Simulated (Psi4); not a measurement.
C6H15O3 (SMILES COCC[OH+]CCOC), charge +1, singlet, at a GFN2-xTB geometry, with bond 23-9 at 1.3 times its length. Base run: HF/STO-3G (Psi4).

Input for Psi4:
```
memory 2 GB

molecule mol {
1 1
C     2.003197   -1.893961   -0.911233
O     1.500158   -0.678166   -0.386983
C     2.140698   -0.243986    0.796643
C     1.327764    0.972029    1.240304
O    -0.052348    0.554843    1.116944
C    -1.050453    1.563890    0.834836
C    -2.143874    0.822304    0.066155
O    -1.438339    0.053130   -0.887975
C    -2.248275   -0.835909   -1.636077
H     1.879060   -2.709433   -0.193037
H     3.059207   -1.798878   -1.172343
H     1.423871   -2.097875   -1.807775
H     2.113926   -1.034924    1.558974
H     3.184797    0.032996    0.613857
H     1.520879    1.249580    2.277351
H     1.522886    1.819979    0.578210
H    -0.052785   -0.035656    0.257558
H    -0.619241    2.353084    0.212994
H    -1.408849    1.978694    1.777855
H    -2.720669    0.168249    0.734713
H    -2.830300    1.529957   -0.411671
H    -1.578416   -1.350704   -2.319643
H    -2.889268   -1.776662   -0.784193
H    -3.003130   -0.290160   -2.205926
}

set {
  basis sto-3g
  reference rhf
}

energy('scf')
print_variables()
```

Variants of this job, named by their change:

| change | ΔE vs base (mEh) | SCF cycles | basis functions | outcome |
|---|---|---|---|---|
| base | 0.000 | 8 | 60 | converged |
| cholesky_tolerance = 1e-6 (with scf_type cd) | 0.966 | 8 | 60 | converged |
| d_convergence = 1e-10 | 0.000 | 14 | 60 | converged |
| puream = false | -0.094 | 8 | 60 | converged |
| damping_percentage = 50 | - | - | 60 | not converged |
| diis_max_vecs = 15 | 0.000 | 8 | 60 | converged |
| e_convergence = 1e-10 | 0.000 | 10 | 60 | converged |
| guess = sapgau | 0.000 | 8 | 60 | converged |
| level_shift = 0.3 | 0.000 | 8 | 60 | converged |
| puream = true | 0.000 | 8 | 60 | converged |
| scf_type = dfdirj+cosx | -1.977 | 9 | 60 | converged |
| soscf = true | 0.000 | 5 | 60 | converged |
| df_basis_scf = cc-pvtz-jkfit | 0.896 | 8 | 60 | converged |
